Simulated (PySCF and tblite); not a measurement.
Values are calculated unless marked as measured or tabulated.
Molecule: C₆H₁₃N, numbered as in [CH3:1][CH:2]([CH3:3])/[CH:4]=[CH:5]/[CH2:6][NH2:7]. The mean out-of-plane torsion at N7 (0° is planar) is held and the rest relaxed at GFN2-xTB.

```bash
OMP_NUM_THREADS=1 python ens_run.py task.json out
```

```json
{"job": {"smiles": "CC(C)/C=C/CN", "charge": 0, "mult": 1, "motion": "pyramidal angle", "atoms": [6], "drives": [{"terms": [["t", [19, 5, 18, 6], 0.3333333333333333], ["t", [5, 18, 19, 6], 0.3333333333333333], ["t", [18, 19, 5, 6], 0.3333333333333333]], "values": [-1.3, -1, -0.7, -0.35, 0, 0.35, 0.7, 1, 1.3], "scaled": true}], "study": "scan", "seed": 801, "jobs": [{"kind": "nmr", "xc": "PBE0", "basis": "pcSseg-1", "every": 1}, {"kind": "j", "xc": "B3LYP", "basis": {"default": "6-31G*", "H": "pcJ-1", "N": "pcJ-1"}, "nuclei": ["H", "N"], "every": 2}], "xc": "PBE0", "basis": "pcSseg-1", "kind": "scan"}, "charge": 0, "multiplicity": 1}
```

```
coordinate    xTB      DFT (kcal/mol)
   -43.90    3.181    1.758
   -36.00    1.216    0.285
   -26.50    2.376    1.308
   -13.80    5.246    3.541
     0.30    6.535    5.077
    13.90    4.530    3.854
    26.70    1.372    1.372
    36.20    0.000    0.000
    44.00    1.807    1.109
```

Q: How long did the task, with 14 DFT runs on 20 atoms, take on 1 thread of Arm Neoverse N1, on a host shared with other jobs (rough)?

A: About 13 min; peak memory 1.1 GiB. Times from shared hosts are rough.
